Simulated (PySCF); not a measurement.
**V (vanadium, neutral) across methods**

[Ar] 3d3 4s2, high-spin 4F determinant. Computed with PySCF 2.14 in x2c-TZVPPall (6s5p4d2f1g, 64 functions), with the spin-free X2C one-electron Hamiltonian (Gaussian nucleus).

| method | E (hartree) | mean ε 3d α (eV) | mean ε 4s α (eV) | mean ε 4s β (eV) | Σ⟨r²⟩ (bohr²) | ⟨S²⟩ |
| --- | --- | --- | --- | --- | --- | --- |
| BLYP | -949.215 | -6.069 | -4.752 | -4.228 | 44.56 | 3.754 |
| MN15 | -949.570 | -8.810 | -6.076 | -5.556 | 45.36 | 3.750 |
| UHF | -948.13383 | -13.730 | -6.787 | -5.912 | 47.14 | 3.763 |
| PBE0 | -948.963 | -8.156 | -5.550 | -4.890 | 44.88 | 3.756 |
| TPSSh | -949.177 | -7.106 | -5.220 | -4.483 | 44.94 | 3.756 |
| r2SCAN | -949.130 | -6.863 | -5.135 | -4.342 | 45.18 | 3.770 |
| PBE | -948.934 | -6.236 | -4.940 | -4.278 | 44.71 | 3.755 |
| LDA | -946.953 | -6.283 | -5.110 | -4.428 | 44.26 | 3.755 |
| CAM-B3LYP | -949.221 | -9.526 | -6.499 | -5.951 | 44.62 | 3.754 |
